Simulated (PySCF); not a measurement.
Parent: `[C:1]1=[CH:2][CH2:3][CH2:4][CH2:5][CH2:6][CH2:7][CH2:8][CH:9]=1` with C1–C2–C3–C4 -11°, C2–C3–C4–C5 -80°, C3–C4–C5–C6 66°, C4–C5–C6–C7 68°, C9H14.

Theory: PBE0-D3(BJ)/def2-SVP geometry optimisation, gas phase (PySCF 2.14.0). One conformer each, not checked by frequencies here.

| coordinate of the parent | value |
| --- | --- |
| C1=C2 | 1.310 Å |
| C2–C3 | 1.511 Å |
| C3–C4 | 1.529 Å |
| C4–C5 | 1.531 Å |
| C5–C6 | 1.532 Å |
| C6–C7 | 1.543 Å |
| C7–C8 | 1.535 Å |
| C8–C9 | 1.511 Å |
| C1=C9 | 1.311 Å |
| C2–C1–C9 | 169.5° |
| C1–C2–C3 | 121.8° |
| C2–C3–C4 | 115.3° |
| C3–C4–C5 | 116.3° |
| C4–C5–C6 | 119.4° |
| C5–C6–C7 | 116.7° |
| C6–C7–C8 | 115.1° |
| C7–C8–C9 | 112.0° |
| C1–C9–C8 | 122.3° |

How does the shared frame change in `[CH3:1][O:2][C:3]1=[C:4]=[CH:5][CH2:6][CH2:7][CH2:8][CH2:9][CH2:10][CH2:11]1` with C1–O2–C3–C4 4°, C4–C5–C6–C7 -17°, C5–C6–C7–C8 -64°, C6–C7–C8–C9 147°, C7–C8–C9–C10 -61°, C10H16O? Atoms pair as C1 = C4, C2 = C5, C3 = C6, C4 = C7, C5 = C8, C6 = C9, C7 = C10, C8 = C11, C9 = C3 (parent first).

| parent | relative | value in the relative | change |
| --- | --- | --- | --- |
| C1=C2 | C4=C5 | 1.315 Å | +0.005 |
| C2–C3 | C5–C6 | 1.515 Å | +0.004 |
| C3–C4 | C6–C7 | 1.526 Å | -0.003 |
| C4–C5 | C7–C8 | 1.534 Å | +0.003 |
| C5–C6 | C8–C9 | 1.527 Å | -0.005 |
| C6–C7 | C9–C10 | 1.533 Å | -0.010 |
| C7–C8 | C10–C11 | 1.541 Å | +0.006 |
| C8–C9 | C11–C3 | 1.502 Å | -0.009 |
| C1=C9 | C4=C3 | 1.324 Å | +0.013 |
| C2–C1–C9 | C5–C4–C3 | 160.3° | -9.2 |
| C1–C2–C3 | C4–C5–C6 | 121.5° | -0.3 |
| C2–C3–C4 | C5–C6–C7 | 113.0° | -2.3 |
| C3–C4–C5 | C6–C7–C8 | 112.1° | -4.2 |
| C4–C5–C6 | C7–C8–C9 | 116.9° | -2.5 |
| C5–C6–C7 | C8–C9–C10 | 117.2° | +0.5 |
| C6–C7–C8 | C9–C10–C11 | 116.0° | +0.9 |
| C7–C8–C9 | C10–C11–C3 | 110.1° | -1.9 |
| C1–C9–C8 | C4–C3–C11 | 124.7° | +2.4 |

Of the parent's bonds, C1–C9 changes most (+0.013 Å). Bonds of the relative outside the shared frame: C1–O2 1.402, O2–C3 1.357 Å. Point group C1 → C1.

How does the shared frame change in `[CH3:1][S:2][C:3]1=[C:4]=[CH:5][CH2:6][CH2:7][CH2:8][CH2:9][CH2:10][CH2:11]1` with C1–S2–C3–C4 -4°, C4–C5–C6–C7 18°, C5–C6–C7–C8 63°, C6–C7–C8–C9 -147°, C7–C8–C9–C10 60°, C10H16S? Atoms pair as C1 = C4, C2 = C5, C3 = C6, C4 = C7, C5 = C8, C6 = C9, C7 = C10, C8 = C11, C9 = C3 (parent first).

```json
{"parent": "C1=C2", "relative": "C4=C5", "value in the relative": "1.314 Å", "change": "+0.004"}
{"parent": "C2–C3", "relative": "C5–C6", "value in the relative": "1.516 Å", "change": "+0.005"}
{"parent": "C3–C4", "relative": "C6–C7", "value in the relative": "1.528 Å", "change": "-0.001"}
{"parent": "C4–C5", "relative": "C7–C8", "value in the relative": "1.535 Å", "change": "+0.004"}
{"parent": "C5–C6", "relative": "C8–C9", "value in the relative": "1.527 Å", "change": "-0.005"}
{"parent": "C6–C7", "relative": "C9–C10", "value in the relative": "1.533 Å", "change": "-0.010"}
{"parent": "C7–C8", "relative": "C10–C11", "value in the relative": "1.542 Å", "change": "+0.007"}
{"parent": "C8–C9", "relative": "C11–C3", "value in the relative": "1.512 Å", "change": "+0.001"}
{"parent": "C1=C9", "relative": "C4=C3", "value in the relative": "1.315 Å", "change": "+0.004"}
{"parent": "C2–C1–C9", "relative": "C5–C4–C3", "value in the relative": "163.4°", "change": "-6.1"}
{"parent": "C1–C2–C3", "relative": "C4–C5–C6", "value in the relative": "120.6°", "change": "-1.2"}
{"parent": "C2–C3–C4", "relative": "C5–C6–C7", "value in the relative": "112.7°", "change": "-2.6"}
{"parent": "C3–C4–C5", "relative": "C6–C7–C8", "value in the relative": "112.1°", "change": "-4.2"}
{"parent": "C4–C5–C6", "relative": "C7–C8–C9", "value in the relative": "116.9°", "change": "-2.5"}
{"parent": "C5–C6–C7", "relative": "C8–C9–C10", "value in the relative": "117.5°", "change": "+0.8"}
{"parent": "C6–C7–C8", "relative": "C9–C10–C11", "value in the relative": "116.4°", "change": "+1.3"}
{"parent": "C7–C8–C9", "relative": "C10–C11–C3", "value in the relative": "110.8°", "change": "-1.2"}
{"parent": "C1–C9–C8", "relative": "C4–C3–C11", "value in the relative": "123.9°", "change": "+1.6"}
```

Of the parent's bonds, C6–C7 changes most (-0.010 Å). Bonds of the relative outside the shared frame: C1–S2 1.798, S2–C3 1.771 Å. Point group C1 → C1.
